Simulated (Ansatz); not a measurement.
Born–Oppenheimer molecular dynamics of H2O2Zn (5 atoms, charge 0, multiplicity 1). It starts from a relaxed structure.

The calculation used Ansatz, RKS BHLYP-D4/def2-SVP.

```yaml
ensemble: NVE (velocity Verlet)
time_step: 0.5 fs
steps_asked: 250
starting_velocities_drawn_for: 300 K
seed: 719145
```

First frame:

```xyz
5
Properties=species:S:1:pos:R:3
Zn -0.065 -0.119 0.000
O -0.034 -0.066 1.763
H -0.869 -0.142 2.216
O -0.037 -0.064 -1.763
H 0.349 -0.808 -2.216
```

(1) What does the run give?

(2) What happens to the structure?

(3) How do temperature and energy run in time?

Results:

(1) All steps were run.

* steps done: 250
* time covered: 125 fs
* mean temperature over the second half: 159 K
* spread of the potential energy over the second half: 3.3 meV per atom
* mean potential energy of the second half above the start: 11.1 meV per atom

The conserved energy stayed within 0.31 meV per atom of its start (net change 0.24 meV per atom), so the integration is sound. Over the second half the temperature averaged 0.53 of the 300 K drawn at the start: a run that starts near a minimum puts about half its kinetic energy into the potential. A run of 0.12 ps of so small a system gives no equilibrium averages.

(2) The same pairs are bonded in the first frame and the last. Pairs count as bonded within 1.25 times the sum of covalent radii (0.12 Å more for H–H). This is one draw of velocities; another would differ in detail.

(3) 
| time (fs) | T (K) | potential energy less start (eV) | conserved less start (meV/atom) |
| --- | --- | --- | --- |
| 0.0 | 300 | 0.000 | 0.00 |
| 4.0 | 260 | 0.016 | 0.02 |
| 8.0 | 189 | 0.043 | 0.03 |
| 12.0 | 159 | 0.055 | 0.03 |
| 16.0 | 187 | 0.044 | 0.06 |
| 20.0 | 238 | 0.024 | 0.05 |
| 24.0 | 222 | 0.031 | 0.10 |
| 28.0 | 168 | 0.052 | 0.10 |
| 32.0 | 97 | 0.079 | 0.15 |
| 36.0 | 85 | 0.084 | 0.14 |
| 40.0 | 113 | 0.073 | 0.18 |
| 44.0 | 152 | 0.058 | 0.17 |
| 48.0 | 130 | 0.067 | 0.22 |
| 52.0 | 89 | 0.083 | 0.23 |
| 56.0 | 44 | 0.101 | 0.26 |
| 60.0 | 51 | 0.098 | 0.28 |
| 64.0 | 87 | 0.084 | 0.28 |
| 68.0 | 119 | 0.072 | 0.29 |
| 72.0 | 102 | 0.078 | 0.28 |
| 76.0 | 80 | 0.087 | 0.29 |
| 80.0 | 69 | 0.091 | 0.28 |
| 84.0 | 94 | 0.081 | 0.28 |
| 88.0 | 132 | 0.066 | 0.25 |
| 92.0 | 162 | 0.055 | 0.24 |
| 96.0 | 158 | 0.056 | 0.22 |
| 100.0 | 156 | 0.057 | 0.19 |
| 104.0 | 142 | 0.062 | 0.18 |
| 108.0 | 161 | 0.055 | 0.13 |
| 112.0 | 191 | 0.043 | 0.12 |
| 116.0 | 220 | 0.032 | 0.07 |
| 120.0 | 201 | 0.039 | 0.07 |
| 124.0 | 174 | 0.049 | 0.03 |

Time of the run: 4.7 min on 2 threads of Arm Neoverse V2 (shared host), peak memory 0.13 GiB.
